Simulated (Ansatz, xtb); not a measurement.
C5H9N2P: which of two isomers lies lower

Structure a: `CCN1C=PC(C)=N1`, a singlet. Structure b: `CC1=NN(C)C(C)=P1`, a singlet. Both are isolated molecules in the gas phase, relaxed with PBE0-D3(BJ)/def2-SVP; the shapes shown needn't be the lowest conformers.

a (Å):

```xyz
17

C    -2.6847    0.1228    1.1703
C    -1.8040    1.1865    0.5438
C     0.5758    1.2804    1.2806
C     1.2120   -0.4654   -0.2225
C     1.8007   -1.5299   -1.0915
N    -0.4065    0.7891    0.5031
N    -0.0715   -0.1852   -0.3363
P     2.0931    0.5068    0.9856
H    -2.3945   -0.0654    2.2148
H    -3.7378    0.4400    1.1544
H    -2.5939   -0.8186    0.6105
H    -1.8562    2.1321    1.1019
H    -2.1158    1.3920   -0.4913
H     0.3326    2.0788    1.9828
H     2.2757   -2.3211   -0.4916
H     1.0110   -1.9820   -1.7070
H     2.5729   -1.1196   -1.7605
```

b (Å):

```tsv
atom	x (Å)	y (Å)	z (Å)
C	-3.3249	-0.0918	1.1950
C	-1.9330	-0.1575	0.6527
C	1.2456	1.3338	0.8836
C	0.2017	-0.5111	-0.4063
C	1.4792	-0.8074	-1.1148
N	-1.0350	0.6937	1.1025
N	0.1397	0.4845	0.5066
P	-1.3370	-1.2983	-0.5764
H	-3.6152	-1.0402	1.6729
H	-4.0575	0.1097	0.3982
H	-3.3911	0.7111	1.9421
H	1.6238	1.8973	0.0174
H	0.8726	2.0339	1.6383
H	2.0702	0.7424	1.3095
H	2.2804	-1.0924	-0.4123
H	1.8396	0.0617	-1.6902
H	1.3394	-1.6387	-1.8173
```

Quicker runs give these differences E(b) − E(a): GFN2-xTB −10.73 kJ/mol; HF/STO-3G −6.96 kJ/mol (at GFN2-xTB geometries); r2SCAN-D4/def2-SVP −7.08 kJ/mol (at GFN2-xTB geometries).

Q: Estimate E(b) − E(a) at the level CCSD(T)/def2-SVP + ΔMP2/def2-TZVPP.

A: Too close to call at this level: CCSD(T)/def2-SVP + ΔMP2/def2-TZVPP gives E(b) − E(a) = −1.92 kJ/mol.

Level by level:

| level | geometry | E(b) − E(a) (kJ/mol) | departure from the last row (kJ/mol) | job, with rough time for the two |
| --- | --- | --- | --- | --- |
| GFN2-xTB | GFN2-xTB | −10.73 | −8.81 | optimisation, 0.18 s |
| HF/STO-3G | GFN2-xTB | −6.96 | −5.04 | single point, 0.52 s |
| r2SCAN-D4/def2-SVP | GFN2-xTB | −7.08 | −5.16 | single point, 5.4 s |
| PBE0-D3(BJ)/def2-SVP | PBE0-D3(BJ)/def2-SVP | −5.68 | −3.76 | optimisation, 67 s |
| HF/def2-SVP | PBE0-D3(BJ)/def2-SVP | −1.34 | +0.59 | part of the CCSD(T) run |
| MP2/def2-SVP | PBE0-D3(BJ)/def2-SVP | −1.29 | +0.63 | part of the CCSD(T) run |
| CCSD(T)/def2-SVP | PBE0-D3(BJ)/def2-SVP | −1.22 | +0.70 | single point |
| CCSD(T)/def2-SVP + ΔMP2/def2-TZVPP | PBE0-D3(BJ)/def2-SVP | −1.92 |  | single point, 2.4 min |

As drawn, both hold the same kinds of bond in the same numbers. Structure a has 2 methyl groups, b 3.

The largest departure from CCSD(T)/def2-SVP + ΔMP2/def2-TZVPP is that of GFN2-xTB, 8.81 kJ/mol. The last row adds to CCSD(T) the change of the MP2 difference between the two basis sets, here −0.70 kJ/mol.

With thermal terms from frequencies at re-optimised GFN2-xTB minima (ideal gas, soft modes damped towards free rotors, one conformer each, 298.15 K, 1 atm): on the last row, ΔE + ΔZPE = −3.82, ΔH = −2.97, ΔG = −3.65 kJ/mol.

The correlated steps freeze 12 core orbitals. Codes used: Ansatz 0.2.0, xtb 6.7.1; the last row on 4 threads of Arm Neoverse V1 on a shared host.
